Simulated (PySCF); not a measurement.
Mg(F)(SiH3) (FH3MgSi), SMILES [F][Mg][SiH3]. Geometry: PBE0-D3(BJ)/def2-TZVP.

Calculation: PySCF with PBE0-D3(BJ)/def2-TZVP.

Harmonic wavenumbers (cm⁻¹): 109, 109, 302, 396, 396, 741, 844, 940, 940, 2185, 2195, 2195. Rotational constants (GHz): 87.52, 2.076, 2.076; symmetry number 3.

Question: Work out the zero-point energy and the ideal-gas rigid-rotor harmonic-oscillator thermochemistry at 298.15 K and 1 atm.

Answer: ZPE = ½ Σ hcν = ½ × 11353 cm⁻¹ = 67.91 kJ/mol. H − E(el) = 85.01 kJ/mol. Entropy in J/(mol K): translation 162.49, rotation 92.36, vibration 44.36, total 299.22. G − E(el) = -4.20 kJ/mol. Cp = 78.26 J/(mol K). Modes under 150 cm⁻¹ make the vibrational entropy uncertain.
